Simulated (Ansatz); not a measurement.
Zn7S7: single points at one geometry.

```yaml
crystal:
  periodic: [false, false, false]
  atoms:
    - {symbol: Zn, position_ang: [1.873452, -1.657174, -0.095585]}
    - {symbol: Zn, position_ang: [-1.355686, 1.910246, -1.443538]}
    - {symbol: Zn, position_ang: [-1.378762, -0.705751, -1.490861]}
    - {symbol: Zn, position_ang: [-1.830016, 0.718727, 1.224672]}
    - {symbol: Zn, position_ang: [-0.230072, -1.432288, 1.927452]}
    - {symbol: Zn, position_ang: [1.198447, 0.902988, -1.655473]}
    - {symbol: Zn, position_ang: [1.955045, 0.690289, 1.036957]}
    - {symbol: S, position_ang: [-3.114534, 0.696044, -0.688772]}
    - {symbol: S, position_ang: [-0.298800, -2.331116, -0.350820]}
    - {symbol: S, position_ang: [2.073472, -1.264140, 2.209842]}
    - {symbol: S, position_ang: [-0.425383, 0.716949, -3.184439]}
    - {symbol: S, position_ang: [0.179723, 2.064585, 0.384121]}
    - {symbol: S, position_ang: [3.145828, 0.099323, -0.957316]}
    - {symbol: S, position_ang: [-1.792704, -0.408682, 3.083771]}
basis:
  gaussian: {orbitals: def2-SVP, initial_orbitals: start.molden}
hamiltonian: {xc: pbe}
correlation: {method: rpa, frozen_orbitals: {S: 5, Zn: 9}}
scf: {omitted_lower_state_checks: [starts]}
```

The file start.molden holds the orbitals of an earlier run on this structure, at another level or in another basis.

```sh
$ ansatz run in.yaml --threads 2 --pin off --events-out ev --progress --plain --max-ram 32768MiB --backend cuda --devices 0, --max-vram 18GiB
```

Output, abridged:

```
Functional definition: PBE
3179 factors; integrals over basis functions are off by at most 8.9e-4 eV
mean field evaluation 1: about -414645.3143 eV, gradient 2.0e1 eV
mean field evaluation 2: about -414646.1602 eV, gradient 8.6e-1 eV
mean field evaluation 4: about -414646.1296 eV, gradient 2.9e-1 eV
mean field evaluation 8: about -414646.1299 eV, gradient 3.5e-5 eV
mean field -414646.12985718 eV, -15237.9642150101 hartree, gradient 1.3e-6 eV, S^2 0.000000; 0 other end points of the search recorded, 0 dependent functions left out
98 core orbitals not correlated: weight in the atoms' cores, before any rotation towards them, 1.000 or more for the frozen orbitals, at most 0.000 for the correlated occupied ones
reference -414296.93287070 eV, -15225.1314624509 hartree; 63, 63 occupied and 182, 182 virtual orbitals, 3179 factors
Total energy: -414407.27513685 eV, -15229.1864659395 hartree
Checks for a lower state left out: starts
```

It took 8 s on 2 threads of AMD EPYC 7R13 on a shared host and a share (18 GiB) of an NVIDIA H100 80GB HBM3, peak host memory 1.7 GiB.

First input, but with `gaussian: {orbitals: def2-TZVP, fitting: {mean_field: def2-universal-jkfit}, initial_orbitals: start.molden}`, `hamiltonian: {xc: r2scan, dispersion: d4}`, `output: {forces: true, orbitals: {seedname: orbitals}}` and without the key `correlation` (abridged; 7 s):

```
Functional definition: r2SCAN
mean field -414798.66292191 eV, -15243.5697017483 hartree, gradient 1.4e-5 eV, S^2 0.000000
Total energy: -414799.06303510 eV, -15243.5844056366 hartree
Atom 0 force    -0.011340    -0.029103    -0.034560 eV/Å
Atom 1 force    -0.045639    -0.015172    -0.033354 eV/Å
Atom 2 force    -0.014511    -0.092054     0.009699 eV/Å
Atom 3 force    -0.130617     0.059612    -0.020707 eV/Å
Atom 4 force     0.068405    -0.071265     0.051124 eV/Å
Atom 5 force     0.090848    -0.025660    -0.159457 eV/Å
Atom 6 force     0.002560     0.005569     0.022436 eV/Å
Atom 7 force     0.205216     0.028784     0.040794 eV/Å
Atom 8 force     0.049112     0.056820     0.026316 eV/Å
Atom 9 force    -0.107528     0.056640    -0.120741 eV/Å
Atom 10 force     0.028886     0.032003     0.214964 eV/Å
Atom 11 force     0.010592    -0.018913     0.016090 eV/Å
Atom 12 force    -0.190965     0.010517     0.071962 eV/Å
Atom 13 force     0.044981     0.002221    -0.084566 eV/Å
Dipole moment:     0.363432     0.416663    -0.770114 e Å
Checks for a lower state left out: starts
```

Geometry: r2SCAN-D4/def2-SVP.

Correlated methods freeze 98 core orbitals. Single mean-field runs in def2-TZVP are fitted with def2-universal-jkfit.
